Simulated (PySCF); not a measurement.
Compound: C5H3ClFO (doublet state).
Z-matrix (Å and degrees, GFN2-xTB geometry), rows numbered from 1:
```
C 
C   1  1.3592
O   2  1.3760  1  122.18
C   3  1.3494  2  107.68  1  -179.99
Cl  4  1.6874  3  117.68  2   179.98
C   4  1.3759  3  112.15  2    -0.00
C   6  1.3937  4  104.78  3     0.01
F   7  1.3331  2  124.63  1     0.01
H   1  1.0722  2  119.76  3  -179.98
H   1  1.0721  2  120.79  3     0.01
H   6  1.0695  4  127.19  3  -180.00
```

The species is `C=C1OC(=C[C]1F)Cl` [radical].

Theory: PySCF 2.14.0, UKS B3LYP, pcH-1 on C Cl F H O, non-relativistic, mean-field spin-orbit, GIAO. Isolated species at its GFN2-xTB geometry, gas phase. Couplings are sensitive to structure, and on GFN2-xTB geometries they can be far from those on DFT ones. No stability test was run, so a lower SCF solution isn't excluded. ⟨S²⟩ is 0.778 where a pure state has 0.75.

Principal values of hyperfine tensors in MHz (contact, dipolar and spin–orbit terms together), for some of the nuclei:

```
atom  isotope      A1      A2      A3
  F8      19F  -47.27  -24.90  249.70
  C2      13C  -65.93  -33.57  -28.42
  C7      13C    7.10    8.34  111.79
  C4      13C    6.79    8.08  105.85
 H10       1H  -60.63  -38.36  -15.63
  H9       1H  -58.63  -38.12  -15.51
  C6      13C  -46.20  -20.89  -20.51
 H11       1H    3.73    6.76    9.76
```

Task: Give the isotropic coupling of each nucleus in MHz and in mT (g = 2.0037), and the anisotropic part.

Result: a_iso = (A1 + A2 + A3)/3, Ti = Ai − a_iso; 1 mT corresponds to 28.044 MHz. The tensors hold a spin–orbit part: the run splits a_iso into a_FC + a_SO, and T includes its anisotropic share.

```json
{"atom": "F8", "a_iso (MHz)": "59.18", "a_FC": "59.21", "a_SO": "-0.03", "a_iso (mT)": "2.110", "T1": "-106.45", "T2": "-84.07", "T3": "190.52"}
{"atom": "C2", "a_iso (MHz)": "-42.64", "a_FC": "-42.64", "a_SO": "-0.01", "a_iso (mT)": "-1.521", "T1": "-23.29", "T2": "9.07", "T3": "14.22"}
{"atom": "C7", "a_iso (MHz)": "42.41", "a_FC": "42.39", "a_SO": "0.02", "a_iso (mT)": "1.512", "T1": "-35.31", "T2": "-34.07", "T3": "69.38"}
{"atom": "C4", "a_iso (MHz)": "40.24", "a_FC": "40.04", "a_SO": "0.20", "a_iso (mT)": "1.435", "T1": "-33.45", "T2": "-32.16", "T3": "65.61"}
{"atom": "H10", "a_iso (MHz)": "-38.21", "a_FC": "-38.21", "a_SO": "0.00", "a_iso (mT)": "-1.362", "T1": "-22.42", "T2": "-0.16", "T3": "22.58"}
{"atom": "H9", "a_iso (MHz)": "-37.42", "a_FC": "-37.42", "a_SO": "0.00", "a_iso (mT)": "-1.334", "T1": "-21.21", "T2": "-0.70", "T3": "21.91"}
{"atom": "C6", "a_iso (MHz)": "-29.20", "a_FC": "-29.21", "a_SO": "0.01", "a_iso (mT)": "-1.041", "T1": "-17.00", "T2": "8.31", "T3": "8.69"}
{"atom": "H11", "a_iso (MHz)": "6.75", "a_FC": "6.75", "a_SO": "0.00", "a_iso (mT)": "0.241", "T1": "-3.02", "T2": "0.01", "T3": "3.01"}
```

Task: What spin density at the nucleus of C7 lies behind its contact coupling (g_N = 1.40482)?

Result: a_FC = 800.24 MHz bohr³ × g_N × ρ(0)/(2S). With a_FC = 42.39 MHz and 2S = 1, ρ(0) = 0.03771 bohr⁻³.

Task: C1 (13C, g_N = 1.40482) isn't in the table. Its spin density at the nucleus is 0.04274 bohr⁻³. What is its contact coupling?

Result: By the same relation, a_FC = 48.0 MHz. The spin–orbit term adds -0.10 MHz. Its full tensor has the principal values 0.65, 1.52, 141.68 MHz.

Task: Name the largest traceless tensor T of the table and describe it.

Result: F8: -106.4, -84.1, 190.5 MHz (the dipolar term alone has -107.4, -83.3, 190.7), rhombic: the two smaller values differ by 12 % of the largest.

Task: In a single crystal, with the field along each principal axis of the tensor of F8 in turn, what first-order splitting does this nucleus give (isotropic g, quadrupole terms neglected)?

Result: 2 lines (I = 1/2), spaced by |A_i|/(g × 13.996): 1.69, 0.89, 8.90 mT along the axes of A1, A2 and A3.

The SMILES draws the unpaired electron on C7; the largest computed Mulliken spin population is on C1 (0.63 against 0.36).
